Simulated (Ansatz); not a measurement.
The cluster MgBr2⁻, relaxed as a doublet with UKS r2SCAN-D4/def2-TZVPD in Ansatz, starting from the GFN1-xTB geometry. Force threshold 0.02 eV/Å.

The highest occupied level of the charge -1 doublet lies above zero (up to 0.25 eV). The electron is either unbound and held by the finite basis, or the level is raised by self-interaction error. The structure comes from a short search, and lower isomers may exist.

Start:

```xyz
3

Mg    0.290   -0.790    0.468
Br   -1.216   -0.915   -1.792
Br    0.926    1.705    1.324
```

| step | energy (eV) | largest force component (eV/Å) | SCF passes |
| --- | --- | --- | --- |
| 1 | -145540.9310 | 0.890 | 15 |
| 2 | -145541.1103 | 0.483 | 19 |
| 3 | -145541.1188 | 0.472 | 22 |
| 4 | -145541.1606 | 0.209 | 22 |
| 5 | -145541.1677 | 0.003 | 21 |

Force components are those of the run's own axes.

End:

```xyz
3

Mg    0.257   -0.704    0.416
Br   -1.118   -0.858   -1.647
Br    0.860    1.562    1.231
```

By distances, no bond broke or formed. The bond that changes most is Mg1–Br2, from 2.72 to 2.48 Å (atoms count from 1). The end is the same structure that another start reached, the lowest one found.

No frequencies were taken in this run, so the end may be a saddle point.

Hardware: 4 threads of Arm Neoverse V1 on a shared host. Wall time 16 s.
